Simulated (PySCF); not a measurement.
Calculation: PySCF with PBE-D3(BJ)/def2-TZVP // BP86-D3(BJ)/def2-SVP. All species are isolated molecules in the gas phase. One relaxed conformer stands for a flexible species; it need not be the lowest. 

Reference species: [Hf(H)4] (neutral, multiplicity 1).

```json
{
 "mean_distance_from_the_central_atom_to_its_bonded_neighbours": "1.854 Å",
 "LUMO": "-3.09 eV"
}
```

Changed species: [Hf(H)2(SH)2] (2 of 4 H replaced by SH; the reference has 0 of 4 H replaced by SH).

### Question
Give the shifts of the mean distance from the central atom to its bonded neighbours and LUMO.

### Answer
the mean distance from the central atom to its bonded neighbours increases by 0.288 Å, to 2.142 Å; the LUMO rises by 0.08 eV, to -3.01 eV.
